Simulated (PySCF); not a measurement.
MZn for M along the fifth-period p block

PBE0 with double-zeta basis sets in PySCF, for the lowest determinant that a PBE0 search found; no spin–orbit coupling. De refers to high-spin ground-configuration atoms. A positive dipole means M(−)Zn(+).

```
 M     basis  state (unpaired electrons)  Re (Å)  ωe (cm⁻¹)  De (eV)  μ (D)
In  def2-SVP               doublet (π ↑)   2.848        109     0.36   1.42
Sn  def2-SVP              triplet (π ↑↑)   2.637        158     0.77   2.78
Sb  def2-SVP         quartet (σ ↑, π ↑↑)   2.789        124     0.35   0.99
 I  def2-SVP               doublet (σ ↑)   2.517        217     1.58   3.14
```

**Question.** By what factor does the bond length vary along the series?

**Answer.** At PBE0 it runs from 2.517 Å (ZnI) to 2.848 Å (ZnIn), a factor of 1.13.

The state changes along the series, so neighbouring rows are not always alike in their bonding.

Weak bonds: ZnIn, ZnSb. Basis-set superposition, not corrected here, can be much of De in a small basis, most of all at correlated wavefunction levels. Functionals without a dispersion term scatter widely for such bonds, and LDA overbinds them. These are scalar-relativistic numbers at best; spin–orbit coupling would shift them, the dissociation energy most. States were picked by a PBE0 search and need not be the measured ground states.
